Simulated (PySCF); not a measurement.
Isomers of C5H5N3O, one GFN2-xTB conformer each. Single-point energies are computed at PBE0/pcSseg-1 (PySCF, gas phase, no added dispersion term), electronic only.

```tsv
SMILES	GFN2-xTB relative energy (kcal/mol)
Cc1cnnnc1C=O	5.6
C=C/C=N/c1ncno1	0.0
Cc1cc(C=O)nnn1	5.3
```

Conformers: `[CH3:1][c:2]1[cH:3][n:4][n:5][n:6][c:7]1[CH:8]=[O:9]` with N6–C7–C8–O9 180°; `[CH2:1]=[CH:2]/[CH:3]=[N:4]/[c:5]1[n:6][cH:7][n:8][o:9]1` with C1–C2–C3–N4 179°, C3–N4–C5–N6 35°; `[CH3:1][c:2]1[cH:3][c:4]([CH:5]=[O:6])[n:7][n:8][n:9]1` with C3–C4–C5–O6 0°.

Q: What does PBE0/pcSseg-1 give for the same structures?

A: 
```json
{"SMILES": "Cc1cc(C=O)nnn1", "PBE0/pcSseg-1 E (Eh)": "-432.39861", "PBE0/pcSseg-1 (kcal/mol)": "0.0", "GFN2-xTB (kcal/mol)": "5.3", "point group": "Cs"}
{"SMILES": "Cc1cnnnc1C=O", "PBE0/pcSseg-1 E (Eh)": "-432.39605", "PBE0/pcSseg-1 (kcal/mol)": "1.6", "GFN2-xTB (kcal/mol)": "5.6", "point group": "Cs"}
{"SMILES": "C=C/C=N/c1ncno1", "PBE0/pcSseg-1 E (Eh)": "-432.39601", "PBE0/pcSseg-1 (kcal/mol)": "1.6", "GFN2-xTB (kcal/mol)": "0.0", "point group": "C1"}
```

GFN2-xTB puts C=C/C=N/c1ncno1 lowest instead; measured from each level's own lowest isomer, the values differ by up to 5.3 kcal/mol (Cc1cc(C=O)nnn1: 5.3 against 0.0). As drawn, the lowest has a C=O bond and an N–N linkage, which the highest lacks; the highest has a C=N bond, an N–O linkage and a C=C bond outside aromatic rings, which the lowest lacks. Neighbours under 2.5 kcal/mol apart (Cc1cc(C=O)nnn1 and Cc1cnnnc1C=O; Cc1cnnnc1C=O and C=C/C=N/c1ncno1) can change places with a better method, another conformer or zero-point energy.

Q: Which frontier levels, dipoles and rotational constants go with these structures?

A: 
```json
{"SMILES": "Cc1cc(C=O)nnn1", "HOMO (eV, PBE0/pcSseg-1)": "-7.41", "LUMO (eV)": "-3.05", "dipole (D)": "3.39", "A, B, C (MHz)": "3276, 1296, 934.0"}
{"SMILES": "Cc1cnnnc1C=O", "HOMO (eV, PBE0/pcSseg-1)": "-7.44", "LUMO (eV)": "-3.06", "dipole (D)": "3.65", "A, B, C (MHz)": "3165, 1540, 1042"}
{"SMILES": "C=C/C=N/c1ncno1", "HOMO (eV, PBE0/pcSseg-1)": "-7.55", "LUMO (eV)": "-2.63", "dipole (D)": "4.24", "A, B, C (MHz)": "7853, 777.8, 715.4"}
```
